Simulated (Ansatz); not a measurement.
**Molecular dynamics of F3H3W**

The input (input.yaml):

```yaml
crystal:
  periodic: [false, false, false]
  atoms:
    - { symbol: W, position_ang: [0.0, 0.0, -0.314511] }
    - { symbol: H, position_ang: [0.0, 0.0, 1.419518] }
    - { symbol: F, position_ang: [1.828179, 0.0, -0.234918] }
    - { symbol: H, position_ang: [0.0, 1.309148, 0.72947] }
    - { symbol: F, position_ang: [-1.828179, 0.0, -0.234918] }
    - { symbol: H, position_ang: [0.0, -1.309148, 0.72947] }
    - { symbol: F, position_ang: [0.0, 0.0, -2.224111] }
basis:
  gaussian: { orbitals: def2-SVP }
hamiltonian:
  xc: pbe0
  dispersion: d4
md:
  timestep: 0.5
  n_steps: 250
  ensemble: nvt_nose_hoover
  temperature: 1500.0
  initial_velocities: maxwell_boltzmann
  seed: 919596
  nose_hoover: { tau: 50.0, chain_length: 3 }
```

Launched with:

```bash
$ ansatz run input.yaml --threads 2 --pin off --max-ram 3072MiB --backend cpu --events-out ev --progress --plain --runs-dir out
```

It starts from a relaxed structure.

Output, in part (step lines, the closing report, with atoms numbered from 0):

```
md step     0: t =     0.00 fs  T =  1500.0 K  F+E_penalty+E_count = -10012.83449495 eV  E_kin = 0.969450 eV  conserved = -10011.86504496 eV  (31 SCF iters)
[... lines left out ...]
Total energy: -10011.95372114 eV, -367.9325129059 hartree
Atom 0 at    -0.002044     0.127067    -0.287205 Å, force     1.091879    -2.838580     1.033561 eV/Å
Atom 1 at     0.404583     0.592885     1.489367 Å, force    -0.580816     0.044033    -1.251709 eV/Å
Atom 2 at     1.644462    -0.616879    -0.345470 Å, force     0.398775     0.281466    -0.061157 eV/Å
Atom 3 at     0.134176     1.803826    -0.557764 Å, force    -0.289981    -0.093969     0.765201 eV/Å
Atom 4 at    -1.656218    -0.625985    -0.399562 Å, force    -0.756769     0.627387     0.609603 eV/Å
Atom 5 at     0.105093    -0.755659     1.351361 Å, force    -0.139208     1.432293    -1.203011 eV/Å
Atom 6 at    -0.002629    -0.073777    -2.181548 Å, force     0.276120     0.547371     0.107512 eV/Å
Dipole moment:    -0.073210     0.106982     0.311556 e Å
```

The steps, from the saved trajectory:

```json
{"time (fs)": "0", "T (K)": "1500", "potential energy less start (eV)": "0.000", "conserved less start (meV/atom)": "0.00"}
{"time (fs)": "4", "T (K)": "1040", "potential energy less start (eV)": "0.299", "conserved less start (meV/atom)": "0.24"}
{"time (fs)": "8", "T (K)": "729", "potential energy less start (eV)": "0.502", "conserved less start (meV/atom)": "0.14"}
{"time (fs)": "12", "T (K)": "360", "potential energy less start (eV)": "0.745", "conserved less start (meV/atom)": "0.28"}
{"time (fs)": "16", "T (K)": "827", "potential energy less start (eV)": "0.449", "conserved less start (meV/atom)": "0.07"}
{"time (fs)": "20", "T (K)": "1140", "potential energy less start (eV)": "0.264", "conserved less start (meV/atom)": "0.19"}
{"time (fs)": "24", "T (K)": "1418", "potential energy less start (eV)": "0.111", "conserved less start (meV/atom)": "0.13"}
{"time (fs)": "28", "T (K)": "1182", "potential energy less start (eV)": "0.291", "conserved less start (meV/atom)": "0.21"}
{"time (fs)": "32", "T (K)": "760", "potential energy less start (eV)": "0.590", "conserved less start (meV/atom)": "0.24"}
{"time (fs)": "36", "T (K)": "631", "potential energy less start (eV)": "0.690", "conserved less start (meV/atom)": "0.13"}
{"time (fs)": "40", "T (K)": "676", "potential energy less start (eV)": "0.682", "conserved less start (meV/atom)": "0.28"}
{"time (fs)": "44", "T (K)": "1306", "potential energy less start (eV)": "0.315", "conserved less start (meV/atom)": "0.00"}
{"time (fs)": "48", "T (K)": "1315", "potential energy less start (eV)": "0.364", "conserved less start (meV/atom)": "0.21"}
{"time (fs)": "52", "T (K)": "1373", "potential energy less start (eV)": "0.393", "conserved less start (meV/atom)": "0.14"}
{"time (fs)": "56", "T (K)": "744", "potential energy less start (eV)": "0.848", "conserved less start (meV/atom)": "0.34"}
{"time (fs)": "60", "T (K)": "980", "potential energy less start (eV)": "0.735", "conserved less start (meV/atom)": "0.08"}
{"time (fs)": "64", "T (K)": "772", "potential energy less start (eV)": "0.918", "conserved less start (meV/atom)": "0.47"}
{"time (fs)": "68", "T (K)": "1451", "potential energy less start (eV)": "0.539", "conserved less start (meV/atom)": "0.09"}
{"time (fs)": "72", "T (K)": "1197", "potential energy less start (eV)": "0.774", "conserved less start (meV/atom)": "0.39"}
{"time (fs)": "76", "T (K)": "1699", "potential energy less start (eV)": "0.515", "conserved less start (meV/atom)": "0.10"}
{"time (fs)": "80", "T (K)": "1215", "potential energy less start (eV)": "0.898", "conserved less start (meV/atom)": "0.50"}
{"time (fs)": "84", "T (K)": "1266", "potential energy less start (eV)": "0.911", "conserved less start (meV/atom)": "0.18"}
{"time (fs)": "88", "T (K)": "696", "potential energy less start (eV)": "1.315", "conserved less start (meV/atom)": "0.45"}
{"time (fs)": "92", "T (K)": "1124", "potential energy less start (eV)": "1.064", "conserved less start (meV/atom)": "0.26"}
{"time (fs)": "96", "T (K)": "1280", "potential energy less start (eV)": "1.004", "conserved less start (meV/atom)": "0.49"}
{"time (fs)": "100", "T (K)": "1934", "potential energy less start (eV)": "0.619", "conserved less start (meV/atom)": "0.14"}
{"time (fs)": "104", "T (K)": "1519", "potential energy less start (eV)": "0.926", "conserved less start (meV/atom)": "0.38"}
{"time (fs)": "108", "T (K)": "1185", "potential energy less start (eV)": "1.163", "conserved less start (meV/atom)": "0.37"}
{"time (fs)": "112", "T (K)": "849", "potential energy less start (eV)": "1.398", "conserved less start (meV/atom)": "0.44"}
{"time (fs)": "116", "T (K)": "1198", "potential energy less start (eV)": "1.187", "conserved less start (meV/atom)": "0.27"}
{"time (fs)": "120", "T (K)": "1428", "potential energy less start (eV)": "1.061", "conserved less start (meV/atom)": "0.37"}
{"time (fs)": "124", "T (K)": "1578", "potential energy less start (eV)": "0.987", "conserved less start (meV/atom)": "0.47"}
```

All steps were run. The conserved energy stayed within 0.56 meV per atom of its start (net change 0.39 meV per atom), so the integration is sound. The mean temperature of the second half is 15 % below the set value. A run of 0.12 ps of so small a system gives no equilibrium averages.

The same pairs are bonded in the first frame and the last. Pairs count as bonded within 1.25 times the sum of covalent radii (0.12 Å more for H–H).

Last frame:

```xyz
7
Properties=species:S:1:pos:R:3
W -0.002 0.127 -0.287
H 0.405 0.593 1.489
F 1.645 -0.617 -0.345
H 0.134 1.804 -0.558
F -1.656 -0.626 -0.400
H 0.105 -0.756 1.351
F -0.003 -0.074 -2.182
```

Run time: 9.5 min on 2 threads of Arm Neoverse V2, on a shared host, peak memory 0.17 GiB.
